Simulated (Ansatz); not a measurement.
`B[Si](C)(C)C` + `BNCC` → `BN(B)CC` + `C[SiH](C)C` at 600 K and 1 bar (cleavage of the B–Si bond).

Program: Ansatz. Geometries: PBE0-D4/def2-TZVP. ΔE: electronic, gas phase. CCSD(T)/CBS adds triple-zeta CCSD(T) − MP2 to the extrapolated MP2 energy (def2 sets, frozen cores). Each species was taken in one conformer, which may not be the lowest.

```tsv
species	CCSD(T)/CBS energy (Eh)	H − E (kJ/mol)	S (J/(mol·K))
`B[Si](C)(C)C`	-434.65287	427.2	517.4
`BNCC`	-160.44809	329.4	380.8
`BN(B)CC`	-185.85795	370.9	428.3
`C[SiH](C)C`	-409.29330	380.8	437.5
```

H − E and S are ideal-gas, rigid-rotor, harmonic terms from PBE0-D4/def2-TZVP, for one conformer and one mirror image of each species. 1 Eh = 2625.50 kJ/mol, R = 8.31446 J/(mol·K).

Problem. By hand: ΔE, ΔH, ΔS and ΔG.

Solution. ΔE = (-185.85795) + (-409.29330) − (-434.65287) − (-160.44809) = -0.05029 Eh = -132.0 kJ/mol. Δ(H − E) = 370.9 + 380.8 − 427.2 − 329.4 = -4.9, so ΔH = -136.9 kJ/mol. ΔS = 428.3 + 437.5 − 517.4 − 380.8 = -32.4 J/(mol·K). ΔG = -136.9 − 600 × (-32.4)/1000 = -117.5 kJ/mol.

Problem. By hand: the equilibrium constant, and the temperature at which ΔG would vanish if ΔH and ΔS stayed fixed.

Solution. log₁₀ K = −ΔG/(RT ln 10) = 10.2. ΔG = 0 at ΔH/ΔS = 4225 K, far beyond where these terms or the molecules hold.

ΔH outweighs TΔS. A doubt of 5 kJ/mol in ΔE shifts log₁₀ K by 0.4 here. Other conformers and mirror images would add mixing entropy, several J/(mol·K) or more a flexible species. Modes under 60 cm⁻¹, often nearly free rotors, make the harmonic entropy too high. These are equilibria of isolated gas molecules and say nothing of rates. Largest T1 diagnostic: 0.012 (customary marks: 0.02 for closed shells, 0.045 for open ones).
